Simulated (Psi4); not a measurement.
H$_{7}$OSi$_{2}$ (SMILES [SiH3][OH+][SiH3]), charge +1, singlet, geometry from GFN2-xTB; B3LYP/def2-SV(P) in Psi4 1.11.

The Psi4 input:
```
memory 2 GB

molecule mol {
1 1
  Si    1.572593   -0.327879    0.431284
  O     0.045466   -0.197362   -0.520852
  Si   -1.596455    0.446380   -0.137628
  H     2.514909   -0.407110   -0.674558
  H     1.511125    0.921910    1.167076
  H     1.340614   -1.546170    1.190836
  H     0.082109   -0.666977   -1.363317
  H    -2.190547   -0.672979    0.575789
  H    -2.060009    0.686337   -1.495821
  H    -1.227856    1.604865    0.655626
}

set basis def2-sv(p)
set reference rks
set dft_pruning_scheme robust

energy('b3lyp')
print_variables()
```

It wrote (shortened):

```
   => Loading Basis Set <=

    Name: DEF2-SV(P)
    Role: ORBITAL
    Keyword: BASIS

         ---------------------------------------------------------
                                   SCF
               by Justin Turney, Rob Parrish, Andy Simmonett
                          and Daniel G. A. Smith
                              RKS Reference
         ---------------------------------------------------------

  ==> Geometry <==

    Molecular point group: c1
    Full point group: C1

    Geometry (in Angstrom), charge = 1, multiplicity = 1:

       Center              X                  Y                   Z               Mass
    ------------   -----------------  -----------------  -----------------  -----------------
         SI           1.572216405297    -0.328863189523     0.432034910838    27.976926534650
         O            0.045089405297    -0.198346189523    -0.520101089162    15.994914619570
         SI          -1.596831594703     0.445395810477    -0.136877089162    27.976926534650
         H            2.514532405297    -0.408094189523    -0.673807089162     1.007825032230
         H            1.510748405297     0.920925810477     1.167826910838     1.007825032230
         H            1.340237405297    -1.547154189523     1.191586910838     1.007825032230
         H            0.081732405297    -0.667961189523    -1.362566089162     1.007825032230
         H           -2.190923594703    -0.673963189523     0.576539910838     1.007825032230
         H           -2.060385594703     0.685352810477    -1.495070089162     1.007825032230
         H           -1.228232594703     1.603880810477     0.656376910838     1.007825032230

  Running in c1 symmetry.

  Rotational constants: A =      0.81824  B =      0.09258  C =      0.08858 [cm^-1]
  Rotational constants: A =  24530.26304  B =   2775.62185  C =   2655.59467 [MHz]
  Nuclear repulsion =  163.679449423424700

  Charge       = 1
  Multiplicity = 1
  Electrons    = 42
  Nalpha       = 21
  Nbeta        = 21

  ==> Algorithm <==

  SCF Algorithm Type is DF.
  DIIS enabled.
  MOM disabled.
  Fractional occupation disabled.
  Guess Type is SAD.
  Energy threshold   = 1.00e-06
  Density threshold  = 1.00e-06
  Integral threshold = 1.00e-12

  ==> Primary Basis <==

  Basis Set: DEF2-SV(P)
    Blend: DEF2-SV(P)
    Number of shells: 36
    Number of basis functions: 64
    Number of Cartesian functions: 67
    Spherical Harmonics?: true
    Max angular momentum: 2

  ==> DFT Potential <==

   => LibXC <=

    Version 7.1.2
    S. Lehtola, C. Steigemann, M. J. T. Oliveira, and M. A. L. Marques,  SoftwareX 7, 1–5 (2018) (10.1016/j.softx.2017.11.002)

   => Composite Functional: B3LYP <=

    B3LYP Hyb-GGA Exchange-Correlation Functional

    P. J. Stephens, F. J. Devlin, C. F. Chabalowski, and M. J. Frisch,  J. Phys. Chem. 98, 11623 (1994) (10.1021/j100096a001)

    Deriv               =              1
    GGA                 =           TRUE
    Meta                =          FALSE

    Exchange Hybrid     =           TRUE
    MP2 Hybrid          =          FALSE

   => Exchange Functionals <=

    0.0800   Slater exchange
    0.7200         Becke 88

   => Exact (HF) Exchange <=

    0.2000               HF

   => Correlation Functionals <=

    0.1900   Vosko, Wilk & Nusair (VWN5_RPA)
    0.8100   Lee, Yang & Parr

   => LibXC Density Thresholds  <==

    XC_HYB_GGA_XC_B3LYP:  1.00E-15

   => Molecular Quadrature <=

    Radial Scheme          =       TREUTLER
    Pruning Scheme         =         ROBUST
    Pruning Type           =         REGION
    Nuclear Scheme         =       TREUTLER

    Blocking Scheme        =         OCTREE
    BS radius alpha        =              1
    Pruning alpha          =              1
    Radial Points          =             75
    Spherical Points       =            302
    Total Points           =         148213
    Total Blocks           =           1199
    Max Points             =            256
    Max Functions          =             63
    Weights Tolerance      =       1.00E-15

   => Loading Basis Set <=

    Name: (DEF2-SV(P) AUX)
    Role: JKFIT
    Keyword: DF_BASIS_SCF

  ==> Integral Setup <==

  SCF_SUBTYPE=INCORE selected. In-core MEM_DF algorithm will be used.
  Using in-core AOs.

  ==> MemDFJK: Density-Fitted J/K Matrices <==

    J tasked:                   Yes
    K tasked:                   Yes
    wK tasked:                   No
    Algorithm:                 Core
    Schwarz Cutoff:           1E-12
    Mask sparsity (%):       1.2207
    Fitting Condition:        1E-10

   => Auxiliary Basis Set <=

  Basis Set: (DEF2-SV(P) AUX)
    Blend: DEF2-UNIVERSAL-JKFIT
    Number of shells: 143
    Number of basis functions: 459
    Number of Cartesian functions: 543
    Spherical Harmonics?: true
    Max angular momentum: 4

  Minimum eigenvalue in the overlap matrix is 9.8698419955E-03.
  Reciprocal condition number of the overlap matrix is 2.0339697273E-03.
    Using symmetric orthogonalization.

  ==> Pre-Iterations <==

  SCF Guess: Superposition of Atomic Densities via on-the-fly atomic UHF (no occupation information).

   -------------------------
    Irrep   Nso     Nmo
   -------------------------
     A         64      64
   -------------------------
    Total      64      64
   -------------------------

  ==> Iterations <==

                           Total Energy        Delta E     RMS |[F,P]|

   @DF-RKS iter SAD:  -657.72861031835282   -6.57729e+02   0.00000e+00
   @DF-RKS iter   1:  -657.87566807142503   -1.47058e-01   7.41027e-03 DIIS/ADIIS
   @DF-RKS iter   2:  -657.77610538054773    9.95627e-02   1.10403e-02 DIIS/ADIIS
   @DF-RKS iter   3:  -657.95939532640614   -1.83290e-01   6.26161e-04 DIIS/ADIIS
   @DF-RKS iter   4:  -657.96029285821783   -8.97532e-04   9.08806e-05 DIIS
   @DF-RKS iter   5:  -657.96031417203289   -2.13138e-05   1.86130e-05 DIIS
   @DF-RKS iter   6:  -657.96031508884346   -9.16811e-07   2.02718e-06 DIIS
   @DF-RKS iter   7:  -657.96031510260741   -1.37640e-08   2.78457e-07 DIIS
  Energy and wave function converged.

  ==> Post-Iterations <==

   Electrons on quadrature grid:
      Ntotal   =   41.9999283595 ; deviation = -7.164e-05

    Orbital Energies [Eh]
    ---------------------

    Doubly Occupied:

       1A    -66.341972     2A    -66.341913     3A    -19.418632
       4A     -5.513842     5A     -5.513797     6A     -3.879514
       7A     -3.879467     8A     -3.873003     9A     -3.872960
      10A     -3.872712    11A     -3.872669    12A     -1.277297
      13A     -0.816542    14A     -0.807418    15A     -0.698290
      16A     -0.645327    17A     -0.643096    18A     -0.564197
      19A     -0.558445    20A     -0.554646    21A     -0.534242

    Virtual:

      22A     -0.229373    23A     -0.170346    24A     -0.142725
      25A     -0.122945    26A     -0.115794    27A     -0.106185
      28A     -0.099780    29A     -0.091595    30A     -0.066933
      31A      0.032710    32A      0.080891    33A      0.102576
      34A      0.122311    35A      0.142252    36A      0.146045
      37A      0.149447    38A      0.186863    39A      0.233527
      40A      0.248865    41A      0.271488    42A      0.328632
      43A      0.337162    44A      0.340987    45A      0.361376
      46A      0.372250    47A      0.388923    48A      0.436122
      49A      0.515966    50A      0.638137    51A      0.678418
      52A      0.679790    53A      0.697952    54A      0.711606
      55A      0.745158    56A      0.874762    57A      1.069870
      58A      1.134648    59A      1.145008    60A      2.304732
      61A      2.389395    62A      2.612805    63A      2.624236
      64A      2.744803

    Final Occupation by Irrep:
              A
    DOCC [    21 ]
    NA   [    21 ]
    NB   [    21 ]

  @DF-RKS Final Energy:  -657.96031510260741

   => Energetics <=

    Nuclear Repulsion Energy =            163.6794494234246997
    One-Electron Energy =               -1225.9089350855206249
    Two-Electron Energy =                 446.8845565373757722
    DFT Exchange-Correlation Energy =     -42.6153859778874207
    Empirical Dispersion Energy =           0.0000000000000000
    VV10 Nonlocal Energy =                  0.0000000000000000
    Total Energy =                       -657.9603151026074102

Computation Completed

Properties will be evaluated at   0.000000,   0.000000,   0.000000 [a0]

Properties computed using the SCF density matrix

 Multipole Moments:

 ------------------------------------------------------------------------------------
     Multipole            Electronic (a.u.)      Nuclear  (a.u.)        Total (a.u.)
 ------------------------------------------------------------------------------------

 L = 1.  Multiply by 2.5417464519 to convert [e a0] to [Debye]
 Dipole X            :          0.0438729           -0.0305920            0.0132809
 Dipole Y            :         -0.1408554           -0.0799848           -0.2208403
 Dipole Z            :         -0.4387951            0.0610158           -0.3777793
 Magnitude           :                                                    0.4377945

 ------------------------------------------------------------------------------------

  Variable Map:
  ----------------------------------------------------------------------------
  "CURRENT ENERGY"              =>    -657.960315102607
  "CURRENT REFERENCE ENERGY"    =>    -657.960315102607
  "DD SOLVATION ENERGY"         =>       0.000000000000
  "DFT FUNCTIONAL TOTAL ENERGY" =>    -657.960315102607
  "DFT TOTAL ENERGY"            =>    -657.960315102607
  "DFT VV10 ENERGY"             =>       0.000000000000
  "DFT XC ENERGY"               =>     -42.615385977887
  "GRID ELECTRONS ALPHA"        =>      20.999964179769
  "GRID ELECTRONS BETA"         =>      20.999964179769
  "GRID ELECTRONS TOTAL"        =>      41.999928359539
  "NUCLEAR REPULSION ENERGY"    =>     163.679449423425
  "ONE-ELECTRON ENERGY"         =>   -1225.908935085521
  "PCM POLARIZATION ENERGY"     =>       0.000000000000
  "PE ENERGY"                   =>       0.000000000000
  "SCF ITERATION ENERGY"        =>    -657.960315102607
  "SCF ITERATIONS"              =>       7.000000000000
  "SCF TOTAL ENERGY"            =>    -657.960315102607
  "TWO-ELECTRON ENERGY"         =>     446.884556537376
  "XC GRID RADIAL POINTS"       =>      75.000000000000
  "XC GRID SPHERICAL POINTS"    =>     302.000000000000
  "XC GRID TOTAL POINTS"        =>  148213.000000000000

  Array Variable Map:
  ----------------------------------------------------------------------------
  "CURRENT DIPOLE"              =>       0.013280943371 ... -0.377779300388 1 by 3
  "SCF DIPOLE"                  =>       0.013280943371 ... -0.377779300388 1 by 3
  "SCF TOTAL ENERGIES"          =>    -657.728610318353 ... -657.960315102607 1 by 8
```
